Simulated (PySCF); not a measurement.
Molecule: SMILES C(C[C@@H](C)S)(F)(F)F, C$_{4}$H$_{7}$F$_{3}$S.

Cartesian coordinates in Å; atom numbers follow the order of the lines, from 1:
```xyz
15

C     1.1266   -0.7406    0.7830
C     0.6008    0.4760    0.0420
S     1.9002    1.1585   -1.0819
C    -0.6020    0.1676   -0.8495
C    -1.8552   -0.1643   -0.0614
F    -1.8259   -1.3839    0.4969
F    -2.0835    0.7024    0.9374
F    -2.9446   -0.1387   -0.8439
H     0.3774   -1.1211    1.4733
H     2.0144   -0.4812    1.3557
H     1.3875   -1.5290    0.0802
H     0.3428    1.2765    0.7406
H     2.7779    1.4245   -0.1187
H    -0.3850   -0.6767   -1.5076
H    -0.8357    1.0381   -1.4679
```

Frames of a GFN2-xTB Langevin trajectory at 400 K; GIAO PBE0/pcSseg-1 shieldings in PySCF 2.14, gas phase, non-relativistic; equivalent atoms averaged within each frame.

Scale: TMS for $^{13}$C (σ = 186.93 ppm) and $^{1}$H (σ = 31.72 ppm); $^{33}$S (σ = 503.73 ppm) vs CS2; $^{19}$F (σ = 170.95 ppm) against CFCl3 (reference shieldings calculated alike). The references are static minima.

**Question.** How do the shifts (ppm) fluctuate along the trajectory?

**Answer.** 
```
         time (fs)     C5    C2    C4    C1   S3  F6/F7/F8   H12   H14  H9/H10/H11   H15
optimised geometry  135.0  37.1  43.6  28.8  -17     -80.0  3.53  2.02        1.47  2.44
               250  137.3  46.3  42.8  40.6   13     -73.0  4.66  2.71        2.64  2.57
               425  131.4  24.9  50.1  27.6   -9     -83.9  0.98  2.27        2.42  2.81
               625  134.3  48.0  51.4  23.9    8     -75.2  3.98  2.79        1.03  2.49
               800  125.1  48.8  46.0  27.2  119     -87.2  3.46  1.07        1.92  3.08
              1000  132.3  37.9  49.7  24.5    3     -78.4  3.36  2.30        1.44  2.41
    mean of frames  132.1  41.2  48.0  28.7   27     -79.5  3.29  2.23        1.89  2.67
standard deviation    4.5  10.1   3.5   6.8   52       5.9  1.39  0.69        0.67  0.27
```

5 frames give an uncertainty of the mean of about the standard deviation over 2.2 at best, since frames this close in time may not be independent; classical motion lacks zero-point vibration, and the reference would need the same averaging.
